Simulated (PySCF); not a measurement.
C₃H₁₀Si, SMILES CCC[SiH3]. Geometry: B3LYP-D3(BJ)/def2-SVP. The values are those of a single conformer.

Level of theory: B3LYP-D3(BJ)/def2-SVP (PySCF 2.14.0).

Harmonic wavenumbers (cm⁻¹): 97, 144, 184, 259, 342, 518, 595, 736, 747, 840, 907, 937, 954, 958, 1024, 1051, 1093, 1221, 1231, 1319, 1363, 1399, 1434, 1466, 1470, 1480, 2210, 2210, 2215, 3013, 3021, 3022, 3048, 3069, 3101, 3105. Rotational constants (GHz): 20.12, 2.213, 2.122; symmetry number 1.

Problem. Work out the zero-point energy and the ideal-gas rigid-rotor harmonic-oscillator thermochemistry at 298.15 K and 1 atm.

Solution. ZPE = ½ Σ hcν = ½ × 51784 cm⁻¹ = 74.03 kcal/mol. H − E(el) = 78.79 kcal/mol. Entropy in cal/(mol K): translation 38.83, rotation 25.63, vibration 14.09, total 78.55. G − E(el) = 55.37 kcal/mol. Cp = 25.21 cal/(mol K). Modes under 150 cm⁻¹ make the vibrational entropy uncertain.
